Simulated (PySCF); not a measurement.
# Dipole response of Bi²⁺ (bismuth, charge +2)

[Xe] 4f14 5d10 6s2 6p1, 2P determinant. Computed with PySCF 2.14 in aug-cc-pV5Z-PP with ECP60MDF, with scalar relativity through the core potential. Coupled (time-dependent) response in atomic units; α is the mean over directions.

```
method  mean α (bohr³)         α xx, yy, zz  C₆ (like pair)  S(−4)
   UHF           16.98  16.22, 18.49, 16.22           125.9  72.50
```

S(−4) is the Cauchy moment in α(ω) = α(0) + S(−4) ω² + …

Spin-orbit coupling is absent.

α(iu) at UHF:

```json
{"u (hartree)": "0", "α(iu) (bohr³)": "16.98"}
{"u (hartree)": "0.0500", "α(iu) (bohr³)": "16.80"}
{"u (hartree)": "0.100", "α(iu) (bohr³)": "16.29"}
{"u (hartree)": "0.200", "α(iu) (bohr³)": "14.58"}
{"u (hartree)": "0.300", "α(iu) (bohr³)": "12.54"}
{"u (hartree)": "0.500", "α(iu) (bohr³)": "9.047"}
{"u (hartree)": "0.750", "α(iu) (bohr³)": "6.324"}
{"u (hartree)": "1.00", "α(iu) (bohr³)": "4.750"}
{"u (hartree)": "1.50", "α(iu) (bohr³)": "3.087"}
{"u (hartree)": "2.00", "α(iu) (bohr³)": "2.221"}
{"u (hartree)": "3.00", "α(iu) (bohr³)": "1.325"}
{"u (hartree)": "5.00", "α(iu) (bohr³)": "0.6169"}
```

A single London oscillator, α(iu) = α/(1 + u²/ω²), gives C₆ = (3/4) ω α². Matching the computed C₆ needs ω = 4 × 125.9 / (3 × 16.98²) = 0.582 hartree.

For an ion, C₆ is the dispersion term alone; charge-induced terms of lower order in 1/R come first.

The components differ because the open shell of this determinant is not spherical; for a pure term their mean is the scalar polarisability.

Energies and moments cover only the electrons outside the core potential. Spin-orbit coupling, absent here, splits the open shell strongly.
